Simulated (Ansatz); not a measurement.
System: sum formula Si$_{2}$N$_{2}$H$_{7}$ (charge -1, singlet). It need not be the lowest isomer of its formula. Whether it binds its extra electron was not tested at this geometry. 
Geometry from a B3LYP-D3(BJ)/def2-TZVP (Ansatz, an electronic-structure program) optimisation:
```xyz
11

N     -1.7743     1.1925    -0.0357
Si    -1.2724    -0.5389     0.2147
N      0.4886    -0.3287     0.7181
Si     1.7497    -0.0458    -0.3726
H     -2.7726     1.3378     0.0307
H     -1.4214     1.6972    -0.8420
H     -0.8192    -0.8972    -1.2348
H      0.6596    -0.1627     1.6972
H      3.0192     0.3259     0.3513
H      1.5234     1.0603    -1.3550
H      2.1293    -1.2215    -1.2143
```
Charge -1, spin multiplicity 1.

Total electronic energies in hartree. Correlated levels leave the core frozen unless marked. No spin-orbit coupling. Non-relativistic. CBS(X,Y): correlation extrapolated as X^-3; Hartree-Fock from the larger set.

| level | program | energy (Eh) |
|---|---|---|
| revPBE-D4/def2-TZVPD | Ansatz + dftd4 | -692.70275 |
| revPBE/def2-TZVPD | Ansatz | -692.66971 |
| r2SCAN-D3(BJ)/def2-TZVPD | Ansatz + dftd3 | -692.71469 |
| PBE0-D4/def2-TZVPD | Ansatz + dftd4 | -692.46137 |
| wB97M-V/def2-TZVPD | Ansatz | -692.73751 |
| wB97X-V/def2-TZVPD | Ansatz | -692.70233 |
| B2GP-PLYP-D3(BJ)/def2-TZVPD | Ansatz + dftd3 | ___ |
| RI-MP2/aug-cc-pV(Q+d)Z | Ansatz | -691.72938 |
| RI-MP2/cc-pV(T+d)Z | Ansatz | -691.64725 |
| RI-MP2/CBS(aug-cc-pV(T+d)Z,aug-cc-pV(Q+d)Z) | Ansatz | -691.7596 |
| SCS-MP2/6-31G* | Ansatz | -691.31198 |
| CCSD/cc-pV(T+d)Z | Ansatz | -691.69497 |
| CCSD(T)/6-31G* | Ansatz | -691.37663 |
| CCSD(T)/cc-pV(D+d)Z | Ansatz | -691.50512 |
| CCSD(T)/CBS(aug-cc-pV(T+d)Z,aug-cc-pV(Q+d)Z) | Ansatz | -691.8250 |

### Question
Fill in the missing entries.

### Answer

- B2GP-PLYP-D3(BJ)/def2-TZVPD, energy (Eh): -692.39648
